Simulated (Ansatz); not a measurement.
`O[Si](O)(O)S` and `O[SiH](O)S` differ in one atom or group.

Ansatz, PBE0-D4/def2-TZVP geometries, multiplicity 1. Each molecule was computed in one conformer, which needn't be the lowest.

```json
{"property": "size of the dipole moment (PBE/def2-TZVPP) / D", "`O[Si](O)(O)S`": "0.80"}
{"property": "HOMO–LUMO gap (PBE/def2-TZVPP) / eV", "`O[Si](O)(O)S`": "5.74"}
{"property": "size of the dipole moment (ωB97M-V/def2-TZVPP) / D", "`O[Si](O)(O)S`": "0.78"}
{"property": "HOMO–LUMO gap (PBE0/def2-TZVPP) / eV", "`O[Si](O)(O)S`": "7.92"}
{"property": "LUMO energy (B3LYP/def2-TZVPP) / eV", "`O[Si](O)(O)S`": "-0.03"}
{"property": "ideal-gas entropy at 298 K and 1 bar (rigid rotor, harmonic PBE0-D4/def2-TZVP) / J/(mol·K)", "`O[Si](O)(O)S`": "353"}
```

(1) What does the change do to each property? (Estimate.)

Answers

(1) Ansatz gave: 
```json
{"property": "size of the dipole moment (PBE/def2-TZVPP) / D", "`O[SiH](O)S`": "2.02", "shift": "1.22"}
{"property": "HOMO–LUMO gap (PBE/def2-TZVPP) / eV", "`O[SiH](O)S`": "5.88", "shift": "0.14"}
{"property": "size of the dipole moment (ωB97M-V/def2-TZVPP) / D", "`O[SiH](O)S`": "2.05", "shift": "1.27"}
{"property": "HOMO–LUMO gap (PBE0/def2-TZVPP) / eV", "`O[SiH](O)S`": "8.10", "shift": "0.18"}
{"property": "LUMO energy (B3LYP/def2-TZVPP) / eV", "`O[SiH](O)S`": "0.12", "shift": "0.15"}
{"property": "ideal-gas entropy at 298 K and 1 bar (rigid rotor, harmonic PBE0-D4/def2-TZVP) / J/(mol·K)", "`O[SiH](O)S`": "333", "shift": "-20"}
```

With PBE0 the HOMO falls by 0.09 eV and the LUMO rises by 0.09 eV, so the gap widens by about 0.18 eV. PBE moves the HOMO by -0.09 eV and ωB97M-V by -0.08 eV. The zero-point energy changes by -16.6 kJ/mol with -3 modes. Dipoles are sizes alone; their direction can turn.

B3LYP here is the variant with VWN-RPA as its local correlation; programs differ in this.
